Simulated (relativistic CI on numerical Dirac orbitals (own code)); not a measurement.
# Magnetism of Tb2+, 4f9, in a crystal field

Calculated by Dirac-Coulomb-Breit CI, KLI orbitals optimised for each configuration, model QED, valence Slater integrals scaled by 0.8, one configuration in a parametric crystal field (own radial code).

Field parameters in Wybourne normalisation. The field is a parameter set, without covalency.

S is read from ⟨S²⟩ = S(S + 1).

Powder χT (cm³ K mol⁻¹) by Van Vleck's formula, with temperature-independent terms:

```
                                                                        Field   2 K   5 K  10 K  20 K  50 K  100 K  200 K  300 K
D3d, B20 = -630, B40 = -1070, B43 = 860, B60 = 130, B63 = 270, B66 = 420 cm⁻¹  6.79  8.18  9.83  11.3  12.6   13.3   13.7   13.9
          D4h, B20 = 630, B40 = 1100, B44 = -480, B60 = -120, B64 = -120 cm⁻¹  12.4  12.4  12.4  12.5  12.8   13.2   13.7   13.9
```

Task: For D4h, B20 = 630, B40 = 1100, B44 = -480, B60 = -120, B64 = -120 cm⁻¹: what effective moment follows at 300 K?

Result: μ_eff = √(8χT) = 10.54 μB. The LS value g√(J(J + 1)) of the free ion's 6H°_15/2 level is 10.65 μB.
